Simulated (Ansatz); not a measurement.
One change: `CNB(C)C` becomes `CNB(C)Cl`.

Ansatz, PBE0-D4/def2-TZVP geometries, multiplicity 1. Each molecule was computed in one conformer, which needn't be the lowest.

```
                             property  `CNB(C)C`
 HOMO–LUMO gap (PBE0/def2-TZVPP) / eV       8.25
   LUMO energy (PBE0/def2-TZVPP) / eV       0.89
LUMO energy (ωB97M-V/def2-TZVPP) / eV       2.12
  HOMO–LUMO gap (PBE/def2-TZVPP) / eV       6.20
HOMO energy (ωB97M-V/def2-TZVPP) / eV      -9.71
  HOMO energy (B3LYP/def2-TZVPP) / eV      -7.15
```

Problem. Give the same properties after the change, and the shifts. (Estimate.)

Solution. Computed: 
| property | `CNB(C)Cl` | shift |
| --- | --- | --- |
| HOMO–LUMO gap (PBE0/def2-TZVPP) / eV | 8.41 | 0.16 |
| LUMO energy (PBE0/def2-TZVPP) / eV | 0.75 | -0.14 |
| LUMO energy (ωB97M-V/def2-TZVPP) / eV | 1.99 | -0.13 |
| HOMO–LUMO gap (PBE/def2-TZVPP) / eV | 6.11 | -0.09 |
| HOMO energy (ωB97M-V/def2-TZVPP) / eV | -9.95 | -0.24 |
| HOMO energy (B3LYP/def2-TZVPP) / eV | -7.43 | -0.28 |

With PBE0 the HOMO falls by 0.29 eV and the LUMO falls by 0.14 eV, so the gap widens by about 0.15 eV. PBE moves the HOMO by -0.27 eV and ωB97M-V by -0.24 eV.

B3LYP here is the variant with VWN-RPA as its local correlation; programs differ in this.
